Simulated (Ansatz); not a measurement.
`C[O][Sn]([NH2])([O]C)[O]C` → 3 C• + 11 H• + N• + 3 O• + Sn•  (atomization)

Calculated with Ansatz (gas phase, PBE0-D4/def2-TZVP geometries, no zero-point term in ΔE). CBS: MP2 limit from def2 TZ/QZ plus the TZ coupled-cluster correction, frozen cores. This one scheme is used for every species, atoms too. For atomizations the MP2-based limit and the directly extrapolated one differ by several kJ/mol either way, and by 10 to 25 for some Ge, Se and Sn compounds, so smaller differences from it don't rank the levels. Functionals use def2-TZVPP. Open shells (•) are unrestricted, without spin–orbit coupling. Spin–orbit coupling would lower the free atoms: a little for C, O; strongly for Sn. def2 core potentials past Kr. For Sn outer-core shells are correlated without core-valence functions, so the limit isn't a true one: a few kJ/mol of doubt a bond, and 10 to 20 or more in all where bonds break to atoms. One conformer a species, not always the lowest.

```csv
species,BHLYP-D4 energy (Eh)
`C[O][Sn]([NH2])([O]C)[O]C`,-615.57727
C•,-37.84774
H•,-0.49854
N•,-54.59085
O•,-75.07712
Sn•,-214.18811
```

Q: Work out ΔE.

A: ΔE = 11 × (-0.49854) + 3 × (-37.84774) + 3 × (-75.07712) + (-54.59085) + (-214.18811) − (-615.57727) = 2.53979 Eh = +6668.2 kJ/mol. CCSD(T)/CBS gives +6973.7 kJ/mol.

Largest T1 diagnostic among the species: 0.014.

From r2SCAN to r2SCAN0 (25 % exact exchange), in def2-TZVPP and without D4, ΔE moves by −150.1 kJ/mol: exact exchange takes away binding that semilocal exchange gives to molecules. Leaving LDA and LC-ωPBE aside and taking each functional with its dispersion term where it has one, the values, not all of them listed here, spread over 415.4 kJ/mol, from BHLYP-D4 to PBE-D4. LDA lies +981.6 kJ/mol from PBE without D4, its usual overbinding.
